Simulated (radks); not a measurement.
Results of a calculation; reference values are marked as such.
Spherical quantum dot in the effective-mass picture: electrons in a hard-walled sphere of radius 2.21, all in effective atomic units (hartree* = m*/eps^2 hartree, bohr* = eps/m* bohr), one dielectric constant everywhere. Level of theory: non-relativistic Kohn-Sham, PBEsol, spin-polarised, spherical densities (a radial shooting solver with Libxc functionals). Levels are named by radial order and angular momentum (1s, 1p, 1d, 2s, ...), and open shells are averaged over m. Each electron was tried in the lowest free levels, single moves between levels near the top were tried too, and the lowest total energy was kept; such a search can miss a lower state. Give the order in which the levels fill up to N = 24, the shell closures and the spin along the way.

Answer. Shells are first occupied in the order 1s, 1p, 1d, 1f. Open shells at each N (closed shells left out): 1: 1s(up 1, down 0); 2: none; 3: 1p(up 1, down 0); 4: 1p(up 2, down 0); 5: 1p(up 3, down 0); 6: 1p(up 3, down 1); 7: 1p(up 3, down 2); 8: none; 9: 1d(up 1, down 0); 10: 1d(up 2, down 0); 11: 1d(up 3, down 0); 12: 1d(up 4, down 0); 13: 1d(up 5, down 0); 14: 1d(up 5, down 1); 15: 1d(up 5, down 2); 16: 1d(up 5, down 3); 17: 1d(up 5, down 4); 18: none; 19: 1f(up 1, down 0); 20: 1f(up 2, down 0); 21: 1f(up 3, down 0); 22: 1f(up 4, down 0); 23: 1f(up 5, down 0); 24: 1f(up 6, down 0). All shells are closed at N = 2, 8, 18 (there: 1s2 1p6 1d10). Largest 2S: 6, at N = 24.
